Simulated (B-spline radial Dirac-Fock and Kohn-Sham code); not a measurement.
The computed values come from a B-spline atomic structure program: Dirac-Fock ΔSCF + Breit + QED. Free neutral atoms.

Q: Order these X-ray lines by photon energy, lowest first.
A. Ta Mα2
B. Tl Mα1
C. Yb Mα2
D. Re Mζ1
E. Ta Mζ1
F. Yb Mβ

A: E (1326.5 eV), D (1431.9 eV), C (1521.3 eV), F (1568.9 eV), A (1710.3 eV), B (2272.6 eV).
